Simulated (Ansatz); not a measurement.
Sn₂₉BH₄₈, a doped nanocrystal cut from the lattice of tin (B on an inner site), relaxed as a doublet with UKS r2SCAN-D4/def2-SVP in Ansatz, starting from the GFN2-xTB geometry. Force threshold 0.03 eV/Å.

In the def2 sets Sn takes a core potential; there is no spin–orbit coupling. Single mean-field runs in def2-SVP are fitted with def2-universal-jkfit.

Start:

Cartesian coordinates in Å:
```
Sn 0.853 7.009 -1.396
Sn 1.643 4.376 2.349
Sn -2.634 3.692 3.335
Sn -1.595 1.024 6.956
Sn 3.553 3.378 -1.909
Sn 0.913 1.601 -4.595
Sn 0.228 0.037 2.501
Sn 2.015 -1.441 -1.162
Sn -0.824 2.411 -0.700
Sn -1.701 -1.836 -0.224
Sn -0.735 -3.314 3.049
Sn -3.383 -0.975 3.003
Sn 4.394 -1.430 -5.577
Sn 0.768 -5.496 -0.905
Sn -0.205 -3.201 -5.006
Sn -3.633 -6.164 0.404
Sn 1.072 6.831 1.316
Sn 2.944 5.922 -2.751
Sn -2.143 3.654 6.101
Sn -0.456 2.706 1.988
Sn -3.359 -0.763 5.788
Sn 1.511 1.382 -1.792
Sn 3.189 1.142 -6.301
Sn 2.615 -0.840 1.469
B -1.406 -1.412 2.017
Sn 0.024 -3.060 -2.096
Sn -2.819 0.505 -1.145
Sn -2.664 -5.422 2.914
Sn 2.545 -3.726 -5.957
Sn -1.474 -7.261 -1.220
H 0.571 8.626 -1.843
H -0.558 6.217 -1.830
H 3.198 3.918 1.873
H 1.837 4.649 3.990
H -2.609 5.092 2.387
H -3.836 2.819 2.530
H 0.065 1.053 6.526
H -1.530 1.430 8.598
H 4.311 3.528 -0.395
H 4.845 2.871 -2.914
H 0.872 3.171 -5.375
H -0.103 0.696 -5.676
H 0.303 -0.093 4.192
H 3.635 -1.387 -1.785
H -1.238 3.851 -1.459
H -3.173 -2.742 0.027
H 0.648 -4.363 2.675
H -0.765 -3.406 4.777
H -4.395 0.408 2.668
H -4.566 -2.232 3.002
H 4.755 -2.153 -3.982
H 5.431 -2.607 -6.392
H 1.735 -4.928 0.597
H 2.279 -5.302 -1.803
H -1.107 -1.496 -4.858
H -1.733 -4.044 -4.487
H -3.951 -5.125 -0.983
H -4.443 -7.594 -0.199
H 2.266 7.891 1.864
H -0.304 7.455 2.063
H 4.314 6.875 -2.618
H 2.636 5.989 -4.419
H -1.016 4.921 5.984
H -3.538 4.534 6.454
H -4.800 -0.244 6.590
H -2.965 -2.119 6.799
H 4.853 1.704 -6.216
H 3.296 0.579 -7.965
H 3.712 0.378 1.908
H 3.096 -2.189 2.303
H -4.316 1.096 -0.572
H -3.064 0.383 -2.800
H -4.357 -5.406 3.494
H -2.236 -7.082 3.337
H 1.633 -4.130 -7.440
H 2.216 -5.369 -5.204
H -1.029 -7.035 -2.977
H -0.113 -8.418 -0.901
```

```
         step   energy (eV)  largest force component (eV/Å)  SCF passes
            1  -170636.3183                           1.885          32
            2  -170639.1575                           0.826          37
            3  -170640.9039                           0.740          38
            4  -170641.8098                           0.428          38
            5  -170642.1355                           0.169          40
            6  -170642.2235                           0.294          36
            7  -170642.3035                           0.132          32
            8  -170642.3189                           0.208          31
            9  -170642.3528                           0.098          27
           10  -170642.3565                           0.508          35
           11  -170642.4059                           0.198          29
           13  -170642.4348                           0.043          30
           15  -170642.4511                           0.061          25
           17  -170642.4701                           0.075          27
19 (rejected)  -170642.4676                           0.124          27
21 (rejected)  -170642.4731                           0.121          24
           23  -170642.4961                           0.031          24
           25  -170642.5051                           0.061          23
           27  -170642.5099                           0.106          20
           29  -170642.5151                           0.027          24
           31  -170642.5177                           0.032          23
33 (rejected)  -170642.5125                           0.104          23
35 (rejected)  -170642.5131                           0.098          24
           36  -170642.5227                           0.014          24
```

Force components are those of the run's own axes.

End:

Cartesian coordinates in Å:
```
Sn 0.819 7.059 -0.459
Sn 1.676 3.894 2.665
Sn -2.726 3.917 2.738
Sn -2.010 1.429 6.762
Sn 3.679 3.510 -1.856
Sn 1.311 1.616 -5.191
Sn 0.094 0.000 2.529
Sn 2.348 -0.898 -1.317
Sn -0.763 2.374 -1.266
Sn -1.935 -1.860 -0.250
Sn -0.542 -3.236 2.862
Sn -3.557 -0.804 2.934
Sn 3.863 -2.277 -5.929
Sn 1.265 -5.315 -1.106
Sn -0.470 -2.991 -4.434
Sn -3.023 -6.530 0.661
Sn 1.413 6.647 2.233
Sn 2.839 6.161 -2.169
Sn -2.548 3.880 5.529
Sn -0.560 2.604 1.527
Sn -3.416 -0.755 5.729
Sn 1.687 1.611 -2.408
Sn 3.360 0.377 -6.634
Sn 2.627 -0.625 1.464
B -1.624 -1.416 1.943
Sn 0.285 -2.764 -1.741
Sn -2.759 0.439 -1.646
Sn -2.534 -5.225 3.084
Sn 1.593 -3.891 -6.087
Sn -0.747 -7.235 -0.800
H 0.542 8.731 -0.756
H -0.647 6.228 -0.800
H 3.149 3.322 1.990
H 1.690 3.508 4.344
H -2.569 5.556 2.209
H -4.228 3.341 2.138
H -0.314 1.167 6.666
H -2.386 1.643 8.431
H 4.309 3.279 -0.272
H 4.984 3.248 -2.953
H 1.207 3.266 -5.680
H -0.205 0.892 -5.560
H 0.234 0.198 4.244
H 3.844 -1.418 -2.008
H -1.268 3.909 -1.876
H -3.182 -3.038 -0.487
H 0.714 -3.810 1.826
H 0.186 -2.981 4.406
H -4.021 0.787 2.452
H -4.874 -1.827 2.488
H 4.485 -2.320 -4.328
H 5.092 -2.890 -6.967
H 2.264 -5.294 0.294
H 2.256 -5.848 -2.417
H -1.053 -1.487 -5.031
H -1.785 -4.104 -4.520
H -4.071 -5.558 -0.289
H -3.883 -7.973 1.052
H 2.870 7.449 2.677
H 0.154 7.244 3.239
H 4.202 7.193 -1.957
H 2.308 6.368 -3.794
H -1.292 4.994 5.921
H -4.008 4.547 6.155
H -4.985 -0.721 6.436
H -2.648 -2.182 6.317
H 4.792 1.308 -6.423
H 2.961 0.444 -8.308
H 3.752 0.620 1.846
H 3.241 -2.083 2.143
H -4.247 1.068 -1.047
H -2.969 0.138 -3.329
H -3.955 -4.486 3.706
H -1.978 -6.343 4.270
H 1.060 -3.934 -7.724
H 2.012 -5.502 -5.651
H -1.295 -7.692 -2.367
H -0.090 -8.651 -0.072
```

By distances, no bond broke or formed. The bond that changes most is Sn7–Sn11, from 3.53 to 3.31 Å (atoms count from 1).

The force fell under the threshold at step 22, but the optimiser went on and released 0.030 eV more. No frequencies were taken in this run, so the end may be a saddle point.

It took 5.9 min on 11 threads of AMD EPYC 7R13 on a shared host and a whole NVIDIA H100 80GB HBM3, peak host memory 2.2 GiB.
